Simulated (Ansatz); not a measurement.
Consider the substitution at a C–In bond: `C#[C][In]([F])[F]` + `N[SiH3]` → `C#CN[SiH3]` + `[F][InH][F]`.

Isolated molecules relaxed with PBE0-D4/def2-TZVP in Ansatz; ΔE leaves out vibrations. CBS: MP2 limit from def2 TZ/QZ plus the TZ coupled-cluster correction, frozen cores. This one scheme is used for every species. DFT in def2-TZVPP. Elements past krypton have def2 core potentials. For In outer-core shells are correlated without core-valence functions, which leaves a few kJ/mol of doubt a bond.

CCSD(T)/CBS gives +69.3 kJ/mol.

(1) Another level gave +46.1 kJ/mol. Which?
A. LDA (SPW92)/def2-TZVPP
B. BHLYP/def2-TZVPP
C. B2PLYP/def2-TZVPP
D. CAM-B3LYP-D4/def2-TZVPP

Largest T1 diagnostic among the species: 0.017.

## Answers

(1) D. CAM-B3LYP-D4 46.1, BHLYP 51.7, B2PLYP 58.4, LDA (SPW92) 19.7 kJ/mol.

From BLYP to BHLYP (50 % exact exchange), in def2-TZVPP and without D4, ΔE moves by +6.8 kJ/mol. At CCSD(T), def2-SVP lies −17.3 kJ/mol from the extrapolated value and def2-TZVPP +1.8 kJ/mol. Leaving LDA and LC-ωPBE aside and taking each functional with its dispersion term where it has one, the values, not all of them listed here, spread over 19.9 kJ/mol, from PBE-D4 to B2PLYP. LDA lies −20.4 kJ/mol from PBE without D4.
